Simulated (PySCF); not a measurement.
**A thermochemical cycle for RuO**

r²SCAN in PySCF with def2-TZVPPD on every atom (core potentials on Ru), for the lowest determinant that a PBE0 search found; no spin–orbit coupling. RuO, a quintet (σ ↑, π ↑↑, δ ↑), has De = 5.43 eV to neutral atoms, and RuO⁺, a quartet (π ↑↑, δ ↑), has De = 4.24 eV to Ru⁺ (4d7) + O.

The adiabatic ionisation energy of RuO, between the minima, is 8.92 eV.

Which ionisation energy of the Ru atom does this level give?

IE(Ru) = IE(molecule) + De(ion) − De(neutral) = 8.92 + 4.24 − 5.43 = 7.73 eV; the measured value is 7.361 eV (NIST ASD).

The metal atom is held in its measured ground configuration; semilocal functionals can put another filling of s and d lower by some tenths of an eV, and De to that atom would be smaller. These are scalar-relativistic numbers at best; spin–orbit coupling would shift them, the dissociation energy most. For an ion De counts to the pair picked by the measured ionisation energies or electron affinities, which need not be the lowest pair at this level. With d or f electrons several states lie close, and the lowest PBE0 determinant need not be the measured ground state.
